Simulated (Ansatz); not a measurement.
A nudged elastic band was laid between two geometries of BFH6OSi (10 atoms, charge 0, multiplicity 1).

Level of theory: Ansatz, RKS PBE0-D4/6-31G*.

* movable images: 5
* climbing image: yes
* spring: 5.0 eV/Å²
* optimiser: quadratic models (default)
* start path: through a guess of the saddle point
* force threshold: 0.05 eV/Å
* iteration limit: 60
* end points: relaxed

First end point:

```xyz
10
Properties=species:S:1:pos:R:3
B -0.143 -0.073 0.158
F -0.627 0.077 1.435
H 0.843 0.568 -0.110
H -0.989 -0.215 -0.707
O 0.465 -1.674 0.198
Si -0.748 -2.840 -0.163
H -0.200 -4.129 0.337
H -2.013 -2.513 0.529
H -0.884 -2.851 -1.633
H 0.949 -1.797 1.029
```

Last end point:

```xyz
10
Properties=species:S:1:pos:R:3
B 0.083 -0.147 -0.758
F 0.180 -1.695 2.677
H 0.631 0.844 -0.367
H -0.291 -0.278 -1.894
O -0.117 -1.147 0.139
Si -0.871 -2.653 -0.097
H 0.093 -3.708 0.288
H -2.088 -2.697 0.744
H -1.223 -2.763 -1.537
H 0.257 -1.203 1.877
```

Task: Which bonds break or form, and what moves?

Result: Bonds broken: B1–F2, O5–H10. Bonds formed: F2–H10. BFH6OSi becomes BH5OSi + FH.

Task: What energy profile does the band end with?

Result: The forces met the threshold. The highest image is number 2 of 0 to 6, 18.1 kcal/mol above the first end and 9.7 kcal/mol above the last; the last end lies 8.4 kcal/mol above the first. A vibrational analysis at the climbing image gives one clearly imaginary mode, 807i cm⁻¹: a first-order saddle point. The orbitals stay closed-shell, which can raise the energy where a bond breaks towards radicals; this wasn't checked here.

```json
{"image": "0", "path coordinate (Å)": "0.00", "energy (kcal/mol)": "0.0", "B1–F2 (Å)": "1.37", "O5–H10 (Å)": "0.97", "F2–H10 (Å)": "2.48"}
{"image": "1", "path coordinate (Å)": "2.16", "energy (kcal/mol)": "1.9", "B1–F2 (Å)": "1.37", "O5–H10 (Å)": "0.97", "F2–H10 (Å)": "2.26"}
{"image": "2", "path coordinate (Å)": "4.32", "energy (kcal/mol)": "18.1", "B1–F2 (Å)": "1.64", "O5–H10 (Å)": "1.31", "F2–H10 (Å)": "1.10"}
{"image": "3", "path coordinate (Å)": "5.65", "energy (kcal/mol)": "10.7", "B1–F2 (Å)": "2.67", "O5–H10 (Å)": "1.93", "F2–H10 (Å)": "0.94"}
{"image": "4", "path coordinate (Å)": "6.99", "energy (kcal/mol)": "10.3", "B1–F2 (Å)": "3.32", "O5–H10 (Å)": "1.78", "F2–H10 (Å)": "0.94"}
{"image": "5", "path coordinate (Å)": "8.32", "energy (kcal/mol)": "9.8", "B1–F2 (Å)": "3.65", "O5–H10 (Å)": "1.76", "F2–H10 (Å)": "0.94"}
{"image": "6", "path coordinate (Å)": "9.66", "energy (kcal/mol)": "8.4", "B1–F2 (Å)": "3.77", "O5–H10 (Å)": "1.78", "F2–H10 (Å)": "0.94"}
```

Task: What is the geometry of the highest image?

Result: 
```xyz
10
Properties=species:S:1:pos:R:3:forces:R:3
B 0.317 -0.365 -0.101 0.00 -0.05 0.02
F -0.501 0.390 1.098 0.00 0.00 0.00
H 1.456 -0.011 -0.035 0.00 0.00 0.00
H -0.314 -0.236 -1.116 0.00 0.01 0.00
O 0.039 -1.650 0.644 0.01 0.05 -0.03
Si -0.787 -2.944 -0.051 -0.01 -0.02 0.00
H 0.051 -3.523 -1.129 0.00 0.00 0.00
H -1.009 -3.937 1.029 0.00 0.00 0.00
H -2.091 -2.489 -0.605 0.00 0.00 0.00
H -0.508 -0.682 1.338 0.00 0.02 0.01
```

Task: What are the harmonic wavenumbers there?

Result: 807i, 83, 117, 192, 545, 666, 710, 737, 821, 880, 913, 949, 956, 972, 1012, 1067, 1224, 1284, 2088, 2276, 2294, 2301, 2599, 2703 cm⁻¹.

The run took 8.4 min on 1 thread of Arm Neoverse V2, with other jobs on the host, peak memory 0.15 GiB.
